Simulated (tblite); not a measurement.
C11H10N2Se.
Geometry (GFN2-xTB, Å), atoms numbered from 1 in this order:
```
atom  x, y, z in Å
C1     4.8739   -0.4455    0.3398
Se2    4.0729    0.9471   -0.7689
C3     2.2149    0.6174   -0.5030
C4     1.3006    1.4975   -1.0801
C5    -0.0494    1.2932   -0.8881
C6    -0.4693    0.2066   -0.1143
C7    -1.8800   -0.0866    0.1694
C8    -2.9273    0.7610   -0.1933
C9    -4.2238    0.3955    0.1294
N10   -4.5367   -0.7166    0.7711
C11   -3.5463   -1.5220    1.1203
C12   -2.2162   -1.2615    0.8466
N13    0.4167   -0.6365    0.4172
C14    1.7019   -0.4484    0.2334
H15    4.6534   -1.4241   -0.0794
H16    5.9465   -0.2693    0.3220
H17    4.5024   -0.3595    1.3578
H18    1.6568    2.3313   -1.6709
H19   -0.7598    1.9684   -1.3371
H20   -2.7517    1.6903   -0.7112
H21   -5.0597    1.0290   -0.1385
H22   -3.8414   -2.4211    1.6457
H23   -1.4356   -1.9420    1.1446
H24    2.3455   -1.1844    0.6963
```

All values are computed: GFN2-xTB (tblite) harmonic vibrations without scaling, gas phase. This tight-binding method is rough: wavenumbers can miss measured ones by several per cent, in bad cases by 10 to 20. One conformer, not necessarily the lowest. The optimisation stopped once no atom felt more than 0.01 eV/Å.

Lowest wavenumbers of the output (negative numbers stand for imaginary wavenumbers):
```
mode    cm-1
  1     -29.1
  2      37.3
  3      43.8
  4      96.0
  5     136.3
  6     174.9
  7     203.1
  8     206.0
```

Question: Is this structure a minimum?

Answer: Not by this Hessian. 1 mode is imaginary beyond 20i (29i cm⁻¹), so at this level the point lies at or near a first-order saddle. The curvature is small, so loose convergence or finite differences may be the whole cause.

Question: Which atoms move in the imaginary mode?

Answer: 29i: C8 (aromatic CH carbon) 14 %, C9 (aromatic CH next to a ring nitrogen) 12 %, C12 (aromatic CH carbon) 12 %, C11 (aromatic CH next to a ring nitrogen) 10 %. These are shares of the mass-weighted motion.

Question: What is the remedy?

Answer: Step along that mode in both directions, optimise again with tighter thresholds and repeat the frequencies. The zero-point energy of this point (111.6 kcal/mol) counts the 65 real modes alone, and thermal corrections from it aren't those of a minimum.

On Arm Neoverse V1, one thread, no GPU, shared host with 32 logical CPUs at a one-minute load of 35, this took 1.7 s. The figure is for the frequency step alone.
